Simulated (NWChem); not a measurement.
C3H3F3; SMILES C=CC(F)(F)F

```xyz
9

C     -0.0308    -2.1120     0.0000
C      0.6588    -0.9751     0.0000
C      0.0155     0.3763     0.0000
F     -1.3314     0.3144     0.0000
F      0.3909     1.0914     1.0860
F      0.3909     1.0914    -1.0860
H      0.4721    -3.0741     0.0000
H     -1.1161    -2.1186     0.0000
H      1.7451    -0.9508     0.0000
```
Atoms are numbered in this order, from 1.

All runs: NWChem. STO-3G and 3-21G are far too small for this property and stand as cheap habits. Coordinates come from a B3LYP/6-31G* (spherical d) optimisation. GIAO values for the isolated, static molecule; σ is the absolute isotropic shielding, δ = σ(reference) − σ with the isolated reference molecule computed at the same levels (13C: tetramethylsilane, 19F: trichlorofluoromethane, 1H: tetramethylsilane).

Question: Estimate the computed values for Hartree-Fock/STO-3G. Quantities: δ C1 (ppm); δ C2 (ppm); δ C3 (ppm); δ F4 (rotor mean) (ppm); δ H7 (ppm); δ H8 (ppm); δ H9 (ppm).

Answer: 
- δ C1 (ppm) = 120.3
- δ C2 (ppm) = 112.3
- δ C3 (ppm) = 95.6
- δ F4 (rotor mean) (ppm) = -66.1
- δ H7 (ppm) = 6.28
- δ H8 (ppm) = 6.31
- δ H9 (ppm) = 5.89
